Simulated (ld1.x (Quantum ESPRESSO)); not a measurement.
## W: one change to an ultrasoft potential, before and after

| Quantity | Value |
| --- | --- |
| Element | tungsten (W) |
| Generator | ld1.x (Quantum ESPRESSO) 7.5 |
| Type | ultrasoft |
| Functional | BLYP |
| Relativity | scalar-relativistic |
| Frozen core | [Xe] 4f14 |
| Valence charge | 6 |
| Reference configuration | 5d4 6s0.5 6p0 (charge +1.5) |
| Partial waves | 6s (bound): rcut 2.30, rcutus 2.45 bohr; 6s channel at -0.45 Ry: rcut 2.30, rcutus 2.45 bohr; 6p (bound, empty): rcut 2.65, rcutus 3.25 bohr; 6p channel at -0.3 Ry: rcut 2.65, rcutus 3.25 bohr; 5d (bound): rcut 1.55, rcutus 1.75 bohr; 5d channel at 0.7 Ry: rcut 1.55, rcutus 1.75 bohr |
| Local potential | all-electron potential smoothed inside 2.20 bohr (lloc = -1) |
| Core correction | a·sin(br)/r model core, default radius (core density twice the valence density) |
| Augmentation charge | PSQ, inside the norm-conserving radii |

All-electron outer shells of the reference configuration (BLYP, scalar-relativistic, ld1.x):

```csv
shell,level (eV),outermost node (bohr),outermost maximum (bohr)
4f,-44.71,–,0.43
6s,-15.73,1.28,2.51
5d,-15.63,0.63,1.49
6p,-9.91,1.52,3.23
```

Change: wave 6p channel at -0.3 Ry: rcut 2.65, rcutus 3.25 bohr becomes 6p channel at 3.1 Ry: rcut 2.65, rcutus 3.25 bohr.

Cutoffs: the cutoffs (Ry, on a coarse ladder) from which the occupation-weighted sum of valence levels, in a spherical-Bessel basis at the reference potential, stays within 10 and 1 mRy of its value at 400 Ry; they do not see the model core or the augmentation charge, which bear on the density cutoff. Errors are all-electron minus pseudo energies relative to the spin-unpolarised reference configuration.

Question: How do hardness, ghosts and transferability respond?

Answer: The potential gets neither clearly harder nor softer (30 Ry and 45 Ry → 30 Ry and 45 Ry); both files keep a bound ghost (s); of the 7 tests that both files solve, the error grows in 1 and shrinks in 0 by more than 15 % and 0.3 meV (median size 5.3 → 5.3 meV); the range in which the p phases agree widens (upper end 1.3 → 3.7).

| quantity | base | changed |
| --- | --- | --- |
| cutoff, loose | 30 Ry | 30 Ry |
| cutoff, tight | 45 Ry | 45 Ry |
| bound ghosts | s | s |
| error for 5d4 6s2 6p0, meV [ΔE -15.78 eV] | +483 | +483 |
| error for 5d4 6s1 6p0, meV [ΔE -6.97 eV] | +0.2 | +0.2 |
| error for 5d4 6s0 6p0, meV [ΔE 8.78 eV] | -5.3 | -5.3 |
| error for 5d4 6s0 6p2, meV [ΔE -6.50 eV] | +2.9 | +4.0 |
| error for 5d5 6s1 6p0, meV [ΔE -14.21 eV] | +78 | +78 |
| error for 5d4 6s0 6p1, meV [ΔE -1.51 eV] | +1.2 | +1.3 |
| error for 5d4.5 6s1.5 6p0, meV [ΔE -15.07 eV] | +238 | +238 |
| s: phases at 3.54 bohr within 0.05 rad from the reference energy up to (Ry; the scan ends near 5) | to the end of the scan | to the end of the scan |
| p: phases at 3.54 bohr within 0.05 rad from the reference energy up to (Ry; the scan ends near 5) | 1.3 | 3.7 |
| d: phases at 3.54 bohr within 0.05 rad from the reference energy up to (Ry; the scan ends near 5) | to the end of the scan | to the end of the scan |
| lowest overlap eigenvalue by channel | s 0.49, p 0.47, d 0.72 | s 0.49, p 0.82, d 0.72 |

 A true bound ghost makes a file unfit for plane-wave use even where its test errors are small: the radial tests pick states by their node count and pass the ghost by.
